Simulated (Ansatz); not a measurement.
Ansatz (a first-principles code) input (CCSD(T)/def2-SVPD):

Ansatz 0.2 input:
```yaml
crystal:
  periodic: [false, false, false]
  atoms:
    - {symbol: In, position_ang: [-0.00000000, -0.00000000, -0.67617906]}
    - {symbol: Cl, position_ang: [0.00000000, 0.00000000, 1.94898670]}
basis:
  gaussian:
    orbitals: def2-SVPD
total_charge: -1
magnetization: {spin_polarized: true, initial_magnetization: 1}
correlation: {method: ccsd_t, electrons: outside_noble_gas}
output: {forces: true}
```

Output:

```
Functional definition: HF
integrals: 0.05 GiB planned
671 factors; integrals over basis functions are off by at most 2.4e-4 eV
mean field: 0.20 GiB planned
mean field evaluation 1: about -17650.2722 eV, gradient 8.1e0 eV
mean field evaluation 2: about -17650.3407 eV, gradient 7.9e0 eV
mean field evaluation 4: about -17650.9482 eV, gradient 1.0e0 eV
mean field evaluation 8: about -17650.9884 eV, gradient 7.1e-2 eV
mean field evaluation 16: about -17650.2722 eV, gradient 8.1e0 eV
mean field evaluation 32: about -17650.9888 eV, gradient 4.2e-6 eV
mean field evaluation 64: about -17650.9836 eV, gradient 1.9e-1 eV
mean field evaluation 96: about -17649.7233 eV, gradient 8.8e-4 eV
mean field evaluation 128: about -17647.8491 eV, gradient 2.9e-2 eV
mean field evaluation 160: about -17647.8493 eV, gradient 7.5e-4 eV
mean field evaluation 192: about -17647.4768 eV, gradient 3.1e-2 eV
mean field evaluation 224: about -17650.9888 eV, gradient 1.3e-2 eV
mean field evaluation 256: about -17649.3244 eV, gradient 4.7e-1 eV
mean field evaluation 288: about -17647.4769 eV, gradient 1.5e-2 eV
mean field -17650.98878815 eV, -648.6618736945 hartree, gradient 3.2e-6 eV, S^2 0.767720; 9 other end points of the search recorded, 0 dependent functions left out
determinant -17650.98878815 eV, -648.6618736945 hartree, with singles and doubles -17656.74467766 eV, -648.8733987326 hartree
determinant -17649.72329844 eV, -648.6153678056 hartree, with singles and doubles -17655.53189385 eV, -648.8288297496 hartree
determinant -17649.24721226 eV, -648.5978719609 hartree, with singles and doubles -17655.17590812 eV, -648.8157475155 hartree
determinant -17647.84929430 eV, -648.5464994237 hartree, with singles and doubles -17653.68510726 eV, -648.7609615941 hartree
14 core orbitals not correlated, not the lowest: weight in the atoms' cores, before any rotation towards them, 0.530 or more for the frozen orbitals, at most 0.533 for the correlated occupied ones
reference -17650.98878815 eV, -648.6618736945 hartree; 6, 5 occupied and 39, 40 virtual orbitals, 671 factors
densities: 0.18 GiB planned
second order -5.14672253 eV of doubles, -0.00000000 eV of singles
coupled cluster: 0.15 GiB planned
cycle   1  -5.75613240 eV  change   -2.4e-4 eV  update   5.6e-4
cycle   2  -5.75615176 eV  change   -1.9e-5 eV  update   3.5e-4
cycle   3  -5.75617683 eV  change   -2.5e-5 eV  update   2.2e-4
cycle   4  -5.75618010 eV  change   -3.3e-6 eV  update   5.4e-5
cycle   5  -5.75620887 eV  change   -2.9e-5 eV  update   2.3e-5
cycle   6  -5.75622391 eV  change   -1.5e-5 eV  update   7.7e-6
cycle   7  -5.75622184 eV  change    2.1e-6 eV  update   3.2e-6
cycle   8  -5.75621802 eV  change    3.8e-6 eV  update   1.2e-6
cycle   9  -5.75621779 eV  change    2.3e-7 eV  update   2.7e-7
perturbative correction -0.16264576 eV, -0.0059771214 hartree
the calculation of the forces begins
Total energy: -17656.90765169 eV, -648.8793879179 hartree
Atom 0 at    -0.000000    -0.000000    -0.676179 Å, force    -0.000000    -0.000000    -0.340696 eV/Å
Atom 1 at     0.000000     0.000000     1.948987 Å, force    -0.000000     0.000000     0.340696 eV/Å
Dipole moment:    -0.000000    -0.000000    -0.515641 e Å
```
